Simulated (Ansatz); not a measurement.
`[NH2][SnH]([OH])[F]`, charge 0, multiplicity 1.

Q: Give a relaxed structure at PBE0-D4/def2-TZVP (Ansatz 0.2.0). (Estimate.)

A: The calculation gave: 
Z-matrix (Å, degrees):
```
Sn
O 1 1.945
F 1 1.930 2 102.4
N 1 1.992 2 105.0 3 -117.7
H 1 1.694 2 115.6 3 115.1
H 2 0.961 1 112.0 3 -17.7
H 4 1.011 1 115.5 2 175.1
H 4 1.011 1 113.7 2 48.0
```
